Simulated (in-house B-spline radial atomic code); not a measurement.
The outermost shell (largest non-relativistic mean radius) with and without relativity; Dirac values are averaged over j. Computed with an all-electron radial atomic-structure program (B-spline basis): non-relativistic Hartree-Fock and Dirac-Hartree-Fock, averages of the configuration (point nuclei without relativity, finite nuclei with it).

```
 ion  configuration  outermost shell  radius non-relativistic (bohr)  radius Dirac (bohr)  radius change (%)  level non-relativistic (eV)  level Dirac (eV)  spin-orbit splitting (eV)
 K3+   [Ne] 3s2 3p4               3p                          1.3018               1.3004           -0.10428                      -62.507           -62.522                    0.33555
Ca3+   [Ne] 3s2 3p5                ?                               ?                    ?                  ?                            ?                 ?                          ?
Sc3+   [Ne] 3s2 3p6               3p                           1.136               1.1344           -0.14478                      -73.595           -73.629                    0.57797
Ti3+       [Ar] 3d1               3d                          1.2477               1.2527            0.39841                      -43.350           -43.121                   0.050527
 V3+       [Ar] 3d2                ?                               ?                    ?                  ?                            ?                 ?                          ?
Cr3+       [Ar] 3d3               3d                          1.0915               1.0957            0.38854                      -48.712           -48.439                   0.099307
```

Question: Fill in the row of Ca3+.

Answer: outermost shell: 3p; radius non-relativistic (bohr): 1.2128; radius Dirac (bohr): 1.2113; radius change (%): -0.12402; level non-relativistic (eV): -67.993; level Dirac (eV): -68.017; spin-orbit splitting (eV): 0.44444.

Question: Fill in the row of V3+.

Answer: outermost shell: 3d; radius non-relativistic (bohr): 1.1635; radius Dirac (bohr): 1.168; radius change (%): 0.39192; level non-relativistic (eV): -46.080; level Dirac (eV): -45.83; spin-orbit splitting (eV): 0.072111.

Question: Which member changes most?

Answer: Titanium (Ti3+): its 3d shell expands by 0.4 %.
